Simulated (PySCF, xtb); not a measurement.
C₂H₄I, SMILES C[CH]I, multiplicity 2.

Harmonic wavenumbers (cm⁻¹) from GFN2-xTB run with xtb at its own minimum, in rising order: 129, 275, 409, 609, 992, 1022, 1139, 1229, 1395, 1455, 1461, 2881, 3002, 3014, 3105.

Q: What does PBE0-D3(BJ)/def2-SVP in PySCF give at its own minimum? (An estimate is asked for; the answer gives what the named calculation found.)

A: 131, 270, 338, 569, 973, 990, 1130, 1240, 1381, 1431, 1445, 3008, 3098, 3147, 3239. Paired by order, the mean absolute difference is 49 cm⁻¹ and the zero-point energies are 31.6 and 32.0 kcal/mol.
